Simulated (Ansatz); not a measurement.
Coupled-cluster diagnostics for Li₁₉⁺, Ansatz.

Geometry of the singlet (PBE/def2-SVP):

```
atom   x (Å)   y (Å)   z (Å)
 Li1   2.298   0.854   0.927
 Li2   3.037  -1.216  -1.343
 Li3   1.745  -0.449   3.679
 Li4  -0.869   1.950  -2.848
 Li5  -2.313   0.855  -0.423
 Li6  -0.252   0.325   1.748
 Li7  -2.324   2.275   2.197
 Li8  -1.121  -2.023   3.168
 Li9  -0.476  -4.613   1.066
Li10  -1.684  -1.118  -2.884
Li11  -1.529  -1.974   0.215
Li12   0.424  -0.158  -1.229
Li13   0.868   2.668   2.989
Li14   1.273  -0.518  -3.866
Li15   2.167   1.901  -2.049
Li16   1.189  -2.111   1.133
Li17  -0.143   2.679   0.059
Li18  -2.818   3.746  -0.825
Li19   0.530  -3.075  -1.716
```

Correlated methods freeze no core orbitals; core or outer-core shells of Li are correlated, in sets that lack core-valence functions. Another isomer (singlet) lies 0.29 eV lower at PBE0/def2-TZVP; other spin states weren't run for this one.

Q: Estimate the CCSD(T) correlation energy, the shares of MP2 and (T), T1 and the reference's ⟨S²⟩ for: charge 1, singlet, own geometry in def2-SVP; and the rough time on 4 threads of Arm Neoverse V2 on a shared host.

A: 
```
                          state     basis  correlation (eV)  MP2 share (%)  (T) share (%)     T1  ⟨S²⟩ (pure)  wall time                  remarks
charge 1, singlet, own geometry  def2-SVP           -12.262           84.1           10.2  0.020  0.00 (0.00)      3 min  restricted SCF unstable
```
Customary marks for T1 are 0.02 (closed shells), 0.045 (open shells) and about 0.05 (3d metals). T1 stays under 0.02 throughout.
